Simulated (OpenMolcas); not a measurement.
**Mo3+: effect of the active space**

| Property | Result |
| --- | --- |
| Program | OpenMolcas |
| Method | CASSCF or its RAS form |
| Basis | ANO-RCC-VDZP |
| Scalar Hamiltonian | DKH2, point nucleus |
| Spin-orbit coupling | state interaction with AMFI integrals over the reference wave functions, term energies averaged over their components |

A. 3 electrons in 5 orbitals (4d); 2S+1 = 4 even, 10 roots; 2S+1 = 2 even, 40 roots; cost of the order of 10 core-seconds
B. 3 electrons in 9 orbitals (RAS2 4d 5s; RAS3 5p, at most 2 electrons); 2S+1 = 4 even, 20 roots; 2S+1 = 2 even, 65 roots kept (CI in the orbitals of an earlier block); 2S+1 = 4 odd, 30 roots; 2S+1 = 2 odd, 72 roots kept (CI in the orbitals of an earlier block); cost about 80 core-seconds

Energies in cm-1 above 4d3 4F 3/2, the measured ground level; measured values from Sugar and Musgrove, J. Phys. Chem. Ref. Data 17, 155 (1988).

```
               Level      A      B  Measured
          4d3 4F 3/2    0.0    0.0       0.0
          4d3 4F 5/2    791    819       778
          4d3 4F 7/2   1806   1864      1760
          4d3 4F 9/2   2978   3064      2865
          4d3 4P 1/2  13104  13217     10338
          4d3 4P 3/2  13187  13254     10331
          4d3 2G 7/2  14207  14353     11580
          4d3 4P 5/2  14354  14525     11612
          4d3 2G 9/2  14942  15140     12311
          4d3 2P 1/2  18497  18164     14348
          4d3 2H 9/2  18871  19334     15995
         4d3 2H 11/2  19254  19750     16357
       4d3 2D 5/2(1)  21017  21053     16809
4d3 2D 3/2(1) [54 %]  21317  21239          
          4d3 2F 7/2  30706  31111     24787
          4d3 2F 5/2  31062  31467     25100
       4d3 2D 5/2(2)  47635  48243     38922
       4d3 2D 3/2(2)  48049  48705     39231
```

Deviations, from unrounded energies. A percentage is the sum of absolute deviations over the sum of measured energies, with the sign that they share, or ± where signs differ.

```tsv
Against measurement	Levels	A	B
mean absolute deviation (cm-1)	16	3600	3800
fine structure of the ground term (%)	3	+3.2	+6.4
other terms of the ground configuration (%)	13	+23.1	+24.5
```

A lies closest to measurement on these levels. The largest miss of A in the table is 4d3 2D 3/2(2), by +8800 cm-1. The ranking rests on the paired levels alone, and a cruder setting can come out closer through cancelling errors.

Between A and B the level of the table that moves most is 4d3 2D 3/2(2), by 660 cm-1 (lowest in A, highest in B).

Without dynamic correlation excited terms often stand tens of per cent too high (terms of higher spin than the ground term too low), and those without a measured partner can miss by more than the paired ones. The basis is small and was not contracted for so high a charge. Terms from blocks run as CI alone lack orbitals of their own (holds for B). Computed and measured levels are paired by configuration, term and J; levels that our copy of the source lacks, or whose pairing is in doubt (as where it misses far off the trend of its configuration), stay unpaired and out of the deviations. Only configurations of the active space appear. The table leaves out levels that lie high or whose names do not pair safely across all columns.

A share in square brackets marks a mixed level and gives the weight of the term that names it, the lowest over the columns. A number in round brackets counts repeated terms of one configuration in the order of the reference energies.
